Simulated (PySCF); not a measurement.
Electron correlation in Tc(2+) (technetium, charge +2)

[Kr] 4d5, high-spin 6S determinant. Computed with PySCF 2.14 in x2c-TZVPPall with one added diffuse shell each of s, p, d, f type (9s7p7d3f1g, 95 functions), with the spin-free X2C one-electron Hamiltonian (Gaussian nucleus). Frozen: [Kr]; 5 electrons correlated.

```
  level  correlation energy (mhartree)
   CCSD                         -65.10
    (T)                          -0.78
CCSD(T)                         -65.88
```

Diagnostics: T1 = 0.00089, D1 = 0.0013, largest double amplitude 0.026.

Cost of the coupled-cluster step: roughly 15 core-seconds, for 5 correlated electrons.

Iterations:

```
CC2 = 0
CCSD nocc = (np.int64(5), np.int64(0)), nmo = (77, 77)
frozen orbitals [[0, 1, 2, 3, 4, 5, 6, 7, 8, 9, 10, 11, 12, 13, 14, 15, 16, 17], [0, 1, 2, 3, 4, 5, 6, 7, 8, 9, 10, 11, 12, 13, 14, 15, 16, 17]]
max_cycle = 100
direct = 0
conv_tol = 1e-08
conv_tol_normt = 1e-06
diis_space = 8
diis_start_cycle = 0
Init t2, MP2 energy = -0.0586725521236297
Init E_corr(UCCSD) = -0.0586725521321725
cycle = 1  E_corr(UCCSD) = -0.0643970835727613  dE = -0.00572453144  norm(t1,t2) = 0.013759
cycle = 2  E_corr(UCCSD) = -0.0650023292076924  dE = -0.000605245635  norm(t1,t2) = 0.00236387
cycle = 3  E_corr(UCCSD) = -0.0651081701109533  dE = -0.000105840903  norm(t1,t2) = 0.000674738
cycle = 4  E_corr(UCCSD) = -0.0650999459728454  dE = 8.22413811e-06  norm(t1,t2) = 9.19909e-05
cycle = 5  E_corr(UCCSD) = -0.0651000374489843  dE = -9.14761389e-08  norm(t1,t2) = 6.91328e-06
cycle = 6  E_corr(UCCSD) = -0.0651000441143909  dE = -6.66540667e-09  norm(t1,t2) = 7.06654e-07
UCCSD converged
E(UCCSD) = -4282.384558919045  E_corr = -0.06510004411439092
UCCSD(T) correction = -0.000779222114894545
```
